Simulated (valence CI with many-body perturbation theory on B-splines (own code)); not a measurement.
E1 line list for Pt LXV

Level of theory: configuration interaction combined with many-body perturbation theory (CI+MBPT): four valence electrons over a frozen Dirac-Fock core [Ne], a basis of 11 s, 11 p, 10 d, 8 f, 5 g, 2 h functions for each j, with the one-electron correlation potential Σ1 (screened to all orders), the two-electron term Σ2, the three-electron term Σ3, Breit, model QED; selected single and double excitations, second order for the rest, scaled by the run's own slope (own B-spline code, finite nucleus).

No measured spectrum was set against this ion. As an estimate, large intervals hold to a few tenths of a per cent, small ones and those within an open d or f shell to about a per cent. Among the levels kept, up to 600 cm⁻¹ of a level comes from second order outside the variational space, and about a tenth of that is noise between levels of different J, which matters for small intervals.

Lines 51 to 100 of 575 in falling wavelength, among levels below 2104.2 eV, chosen from the strongest by gf and those to the six lowest levels. Wavelengths and rates use the calculated energies. Electric multipoles are in the length gauge, E1 and E2 with the static RPA response of the core. Weak lines are less certain than strong ones. Lines between different terms over intervals too small for the method are left out, as are lines whose strength nearly cancels. The highest levels of a list are the least certain.

Levels are named by their leading jj configuration (3d3/2^4 stands for four electrons in 3d with j = 3/2), which in mixed levels can hold well under half, so a name can repeat and another be missing. Letters in brackets count levels of one name in rising energy.

```csv
λ vac (nm),Upper,Lower,A (s⁻¹),S (a.u.) with core polarisation,S without
6.082,(3s 3p1/2 3p3/2^2) J=2 [b],(3s^2 3p3/2^2) J=2,2.95e+10,1.64e-02,1.66e-02
6.081,(3p1/2^2 3p3/2 3d5/2) J=2,(3s 3p1/2 3p3/2 3d5/2) J=1 [a],2.60e+10,1.45e-02,1.47e-02
6.070,(3p1/2^2 3p3/2 3d5/2) J=1,(3s 3p1/2 3p3/2 3d5/2) J=1 [c],5.19e+10,1.72e-02,1.75e-02
6.057,(3p1/2^2 3p3/2 3d5/2) J=2,(3s 3p1/2 3p3/2 3d5/2) J=3 [b],3.34e+10,1.83e-02,1.86e-02
6.012,(3p1/2 3p3/2^3) J=1,(3s 3p3/2^3) J=2,5.66e+10,1.82e-02,1.85e-02
5.971,(3p1/2^2 3p3/2 3d5/2) J=3,(3s 3p1/2 3p3/2 3d5/2) J=4 [c],2.88e+10,2.12e-02,2.15e-02
5.937,(3p1/2^2 3d5/2^2) J=2,(3s 3p1/2 3d5/2^2) J=3 [a],8.82e+10,4.55e-02,4.62e-02
5.891,(3s 3p1/2 3p3/2 3d5/2) J=3 [c],(3s^2 3p3/2 3d5/2) J=4,3.75e+10,2.65e-02,2.69e-02
5.874,(3s 3p1/2^2 3d3/2) J=1,(3s 3p1/2^2 3p3/2) J=1,1.77e+10,5.31e-03,5.38e-03
5.860,(3p1/2^2 3d3/2 3d5/2) J=4,(3s 3p1/2 3d3/2 3d5/2) J=4 [b],2.96e+10,2.64e-02,2.68e-02
5.849,(3p1/2 3p3/2^2 3d5/2) J=3,(3s 3p3/2^2 3d5/2) J=4 [a],5.75e+10,3.98e-02,4.03e-02
5.841,(3p1/2^2 3d5/2^2) J=4,(3s 3p1/2 3d5/2^2) J=5,8.31e+10,7.35e-02,7.46e-02
5.822,(3s 3p1/2^2 3p3/2) J=1,(3s^2 3p1/2 3p3/2) J=1,1.74e+10,5.09e-03,5.17e-03
5.803,(3s 3p1/2 3p3/2 3d5/2) J=4 [c],(3s^2 3p3/2 3d5/2) J=4,2.27e+10,1.97e-02,2.00e-02
5.801,(3s 3p1/2 3p3/2 3d3/2) J=2 [d],(3s^2 3p3/2 3d3/2) J=3,3.98e+10,1.92e-02,1.94e-02
5.795,(3p1/2 3p3/2^2 3d5/2) J=4 [a],(3s 3p3/2^2 3d5/2) J=5,5.13e+10,4.44e-02,4.50e-02
5.787,(3p1/2^2 3d3/2 3d5/2) J=4,(3s 3p1/2 3d3/2 3d5/2) J=5,8.49e+10,7.30e-02,7.41e-02
5.721,(3p1/2 3p3/2^2 3d3/2) J=2 [b],(3s 3p3/2^2 3d3/2) J=3 [a],3.95e+10,1.83e-02,1.85e-02
5.708,(3p1/2^2 3d3/2 3d5/2) J=3,(3s 3p1/2 3d3/2 3d5/2) J=2 [a],2.27e+10,1.46e-02,1.48e-02
5.698,(3p1/2^2 3p3/2 3d5/2) J=4,(3s 3p1/2 3p3/2 3d5/2) J=5,7.52e+10,6.18e-02,6.27e-02
5.689,(3p1/2 3p3/2^2 3d5/2) J=4 [b],(3s 3p3/2^2 3d5/2) J=4 [a],3.74e+10,3.06e-02,3.11e-02
5.687,(3p1/2 3p3/2^2 3d3/2) J=3 [b],(3s 3p3/2^2 3d3/2) J=4,7.00e+10,4.45e-02,4.51e-02
5.680,(3p1/2^2 3d3/2 3d5/2) J=3,(3s 3p1/2 3d3/2 3d5/2) J=4 [a],7.47e+10,4.73e-02,4.80e-02
5.677,(3p1/2^2 3p3/2 3d3/2) J=2,(3s 3p1/2 3p3/2 3d3/2) J=3 [a],5.06e+10,2.29e-02,2.32e-02
5.676,(3p1/2 3p3/2^2 3d5/2) J=5,(3s 3p3/2^2 3d5/2) J=5,3.77e+10,3.75e-02,3.80e-02
5.662,(3s 3p1/2^2 3d3/2) J=2,(3s 3p1/2^2 3p3/2) J=1,8.51e+09,3.81e-03,3.87e-03
5.637,(3p1/2^2 3p3/2 3d3/2) J=3,(3s 3p1/2 3p3/2 3d3/2) J=4,9.47e+10,5.86e-02,5.95e-02
5.617,(3p1/2^2 3d3/2^2) J=2,(3s 3p1/2 3d3/2^2) J=2 [a],4.16e+10,1.82e-02,1.84e-02
5.602,(3p1/2^2 3p3/2^2) J=2,(3s 3p1/2 3p3/2^2) J=3,7.68e+10,3.33e-02,3.38e-02
5.559,(3p1/2^2 3p3/2 3d5/2) J=3,(3s 3p1/2 3p3/2 3d5/2) J=4 [b],4.00e+10,2.38e-02,2.41e-02
5.499,(3s^2 3p1/2 3d3/2) J=2,(3s^2 3p1/2 3p3/2) J=2,1.17e+10,4.82e-03,4.88e-03
5.483,(3p1/2^2 3d3/2 3d5/2) J=2,(3p1/2^2 3p3/2 3d5/2) J=3,5.48e+10,2.23e-02,2.26e-02
5.466,(3p1/2^2 3d3/2^2) J=2,(3p1/2^2 3p3/2 3d3/2) J=3,3.67e+10,1.48e-02,1.50e-02
5.438,(3p1/2^2 3d5/2^2) J=4,(3s 3p1/2 3d5/2^2) J=4 [a],1.75e+10,1.25e-02,1.27e-02
5.337,(3p1/2^2 3p3/2 3d3/2) J=1,(3p1/2^2 3p3/2^2) J=2,8.78e+10,1.98e-02,2.00e-02
5.327,(3s^2 3p3/2^2) J=2,(3s^2 3p1/2 3d3/2) J=2,2.81e+08,1.05e-04,1.06e-04
5.268,(3s^2 3p1/2 3d3/2) J=2,(3s^2 3p1/2 3p3/2) J=1,3.28e+08,1.18e-04,1.20e-04
5.167,(3s 3p1/2^2 3d3/2) J=1,(3s 3p1/2^2 3p3/2) J=2,6.52e+09,1.33e-03,1.35e-03
5.120,(3p1/2^2 3p3/2 3d5/2) J=4,(3s 3p1/2 3p3/2 3d5/2) J=4 [a],3.93e+10,2.34e-02,2.37e-02
5.112,(3s 3p1/2 3d3/2 3d5/2) J=4 [b],(3s 3p1/2 3p3/2 3d5/2) J=4 [b],2.40e+10,1.43e-02,1.45e-02
5.002,(3s 3p1/2^2 3d3/2) J=2,(3s 3p1/2^2 3p3/2) J=2,1.42e+10,4.38e-03,4.43e-03
4.860,(3s^2 3p3/2^2) J=2,(3s 3p1/2^2 3p3/2) J=1,9.45e+08,2.68e-04,2.71e-04
4.770,(3p1/2^2 3d3/2 3d5/2) J=4,(3p1/2^2 3p3/2 3d5/2) J=4,3.41e+10,1.65e-02,1.67e-02
4.710,(3s 3p1/2 3d3/2 3d5/2) J=5,(3s 3p1/2 3p3/2 3d5/2) J=5,2.28e+10,1.30e-02,1.31e-02
4.534,(3s^2 3p1/2 3d3/2) J=1,(3s^2 3p1/2 3p3/2) J=2,6.78e+09,9.35e-04,9.51e-04
4.479,(3s^2 3p3/2^2) J=0,(3s 3p1/2^2 3p3/2) J=1,9.97e+08,4.42e-05,4.48e-05
4.376,(3s^2 3p1/2 3d3/2) J=1,(3s^2 3p1/2 3p3/2) J=1,2.97e+09,3.68e-04,3.72e-04
4.366,(3s^2 3p3/2^2) J=2,(3s 3p1/2^2 3p3/2) J=2,8.16e+08,1.68e-04,1.70e-04
4.020,(3s 3p1/2^2 3d5/2) J=3,(3s^2 3p1/2 3d3/2) J=2,8.40e+08,1.89e-04,1.91e-04
3.862,(3s 3p1/2 3d5/2^2) J=4 [a],(3s 3p1/2 3p3/2 3d5/2) J=3 [c],4.76e+10,1.22e-02,1.23e-02
```
